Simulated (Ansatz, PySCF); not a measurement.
This PySCF input computes a PBE0/def2-TZVPD energy:

```python
from pyscf import gto, scf, dft

mol = gto.M(
    atom='''
    Si   -1.02909718    0.09598792    0.19603010
    P     1.16264179   -0.17498748   -0.28686021
    H    -1.82509624   -0.83302336   -0.63823404
    H    -1.45804519    1.48794000   -0.08774552
    H    -1.28854722   -0.19745417    1.62733475
    H     1.53942232    0.82351881    0.65712658
    ''',
    basis='def2-tzvpd',
    charge=0,
    spin=1,
    verbose=4,
)

mf = dft.UKS(mol, xc='pbe0').density_fit(auxbasis='def2-universal-jkfit')
mf.grids.level = 3
mf.conv_tol = 1e-9
mf.max_cycle = 100
mf.max_memory = 1500
mf.kernel()
if not mf.converged:
    mf = mf.newton()
    mf.kernel(mf.make_rdm1())
for _ in range(2):
    mo, _, stable, _ = mf.stability(return_status=True)
    if stable:
        break
    mf.kernel(mf.make_rdm1(mo, mf.mo_occ))
mf.analyze()
```

Question: Write an input for the same energy in Ansatz (a program for electronic structure) and say what it gives.

Answer: 
Ansatz 0.2 input:
```yaml
crystal:
  periodic: [false, false, false]
  atoms:
    - {symbol: Si, position_ang: [-1.02909718, 0.09598792, 0.19603010]}
    - {symbol: P, position_ang: [1.16264179, -0.17498748, -0.28686021]}
    - {symbol: H, position_ang: [-1.82509624, -0.83302336, -0.63823404]}
    - {symbol: H, position_ang: [-1.45804519, 1.48794000, -0.08774552]}
    - {symbol: H, position_ang: [-1.28854722, -0.19745417, 1.62733475]}
    - {symbol: H, position_ang: [1.53942232, 0.82351881, 0.65712658]}
basis:
  gaussian:
    orbitals: def2-TZVPD
hamiltonian:
  xc: {name: PBE0}
magnetization: {spin_polarized: true, initial_magnetization: 1}
output: {forces: true}
```
It gives -632.97095 Eh, and PySCF -632.97099 Eh, a difference of 0.04 mEh, from the treatment of integrals and grids.

It need not be the lowest isomer of its formula.
